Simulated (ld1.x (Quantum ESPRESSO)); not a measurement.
**caesium (Cs), TM: configuration errors across variants**

| Item | Value |
| --- | --- |
| Element | caesium |
| Generator | ld1.x (Quantum ESPRESSO) 7.5 |
| Type | norm-conserving Troullier–Martins (Kleinman–Bylander form) |
| Functional | Wu–Cohen |
| Relativity | scalar-relativistic |
| Frozen core | [Xe] |
| Valence charge | 1 |
| Reference configuration | 5d0 6s1 6p0 |
| Partial waves | 6p (bound, empty): rc 3.90 bohr; 5d (bound, empty): rc 4.20 bohr; 6s (bound): rc 4.15 bohr |
| Local potential | the s channel |
| Core correction | Bessel-smoothed model core inside 2.60 bohr |

All-electron excitation energies from the reference (eV): (1) 5d0 6s0.5 6p0 1.417; (2) 5d0 6s0 6p1 1.306; (3) 5d1 6s0 6p0 1.631; (4) 5d0.5 6s0.5 6p0 0.830.

1 further variants failed, have other tests or too few solved ones, and are left out.

A true bound ghost makes a file unfit for plane-wave use even where its test errors are small: the radial tests pick states by their node count and pass the ghost by.

Errors AE − PS in meV (a dash: test not solved or not reliable):

| change | (1) | (2) | (3) | (4) | bound ghosts |
| --- | --- | --- | --- | --- | --- |
| base | -2.5 | -10 | -7.2 | -2.4 | p |
| wave 5d (bound): rc 4.20 bohr becomes 5d (bound): rc 6.42 bohr | -2.5 | -10 | -1.5 | -0.5 | p |
| core correction Bessel-smoothed model core inside 2.96 bohr | -2.5 | -10 | -7.2 | -2.4 | p |
| all radii but the core radius scaled by about 1.27 (s 5.26, p 4.94, d 5.32 bohr) | -2.2 | -18 | -2.4 | -0.8 | none |
| wave 6s (bound): rc 4.15 bohr becomes 6s (bound): rc 5.66 bohr | -2.1 | -19 | -3.6 | -1.3 | p |

**Question.** Give the same row for: wave 6p (bound): rc 3.90 bohr becomes 6p (bound): rc 4.14 bohr.

**Answer.** -2.5, -11, -7.2, -2.4; bound ghosts: p.
